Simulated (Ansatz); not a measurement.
A made-up structure of CH4BrSi (charge +1), closed shell:

```tsv
atom	x (Å)	y (Å)	z (Å)
C1	0.8285	-0.3162	0.2719
Si2	-0.7140	0.4590	-0.2850
Br3	0.8855	-2.1882	0.8151
H4	-0.5049	1.8282	-0.5980
H5	-1.7009	0.3360	0.7287
H6	-1.2013	-0.2290	-1.4276
H7	1.7540	0.1976	0.3268
```

It is relaxed with PBE-D4/def2-SVP and then PBE0-D4/def2-TZVP (Ansatz 0.2.0). Atoms count as bonded within 1.22 times the sum of their covalent radii (H–H: 0.88 Å). The end point is not checked to be a true minimum.

Problem. Does its bonding change? (Judge from chemistry; the calculation decides.)

Solution. By the calculation: No: no bond forms or breaks.

Where it ends: The first stage lowers the energy by 0.75 eV in 14 steps. It ends as CH₄BrSi ([SiH3][CH][Br]), total charge +1:
```json
{"atom": "C1", "x (Å)": "0.7801", "y (Å)": "-0.4418", "z (Å)": "0.1861"}
{"atom": "Si2", "x (Å)": "-0.8340", "y (Å)": "0.4659", "z (Å)": "-0.2769"}
{"atom": "Br3", "x (Å)": "0.9634", "y (Å)": "-1.6415", "z (Å)": "1.4680"}
{"atom": "H4", "x (Å)": "-0.4123", "y (Å)": "1.8790", "z (Å)": "-0.1121"}
{"atom": "H5", "x (Å)": "-1.8970", "y (Å)": "-0.0071", "z (Å)": "0.6251"}
{"atom": "H6", "x (Å)": "-0.9637", "y (Å)": "0.0796", "z (Å)": "-1.7040"}
{"atom": "H7", "x (Å)": "1.7104", "y (Å)": "-0.2464", "z (Å)": "-0.3542"}
```

Labels in which every atom is bracketed show which atoms are joined, not bond orders.

For scale, one of the runs: PBE0-D4/def2-TZVP relaxation, 140 basis functions, launched by `ansatz run in.yaml --threads 2 --pin off --events-out ev --progress --plain --max-ram 4352MiB`. Hardware: 2 CPU threads of an Arm Neoverse V2, shared host. Wall time about 30 s.
